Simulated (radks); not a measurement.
Isoelectronic series with 12 electrons, each ion in its NIST ground configuration. All-electron calculation, scalar-relativistic Kohn-Sham, LDA (Slater exchange, Perdew-Wang correlation), spin-unpolarised, spherical densities, point nucleus. Program: a radial shooting solver on a logarithmic mesh with Libxc functionals. Total energies (hartree) and orbital eigenvalues (hartree):

ion    configuration  E (hartree)         3s         2p         2s         1s
Hf60+       [Ne] 3s2  -10886.9702  -239.3418  -535.2737  -583.5260  -2580.566
Ta61+       [Ne] 3s2  -11225.4341  -247.5615  -552.6261  -603.4340  -2662.190
W62+        [Ne] 3s2  -11570.2670  -255.9520  -570.2814  -623.7768  -2745.432
Re63+       [Ne] 3s2  -11921.5565  -264.5158  -588.2414  -644.5624  -2830.317
Os64+       [Ne] 3s2  -12279.3934  -273.2555  -606.5078  -665.7994  -2916.873
Ir65+       [Ne] 3s2  -12643.8722  -282.1740  -625.0823  -687.4968  -3005.128
Pt66+       [Ne] 3s2  -13015.0912  -291.2742  -643.9667  -709.6637  -3095.113
Au67+       [Ne] 3s2  -13393.1528  -300.5591  -663.1628  -732.3100  -3186.858
Hg68+       [Ne] 3s2  -13778.1637  -310.0319  -682.6725  -755.4457  -3280.397
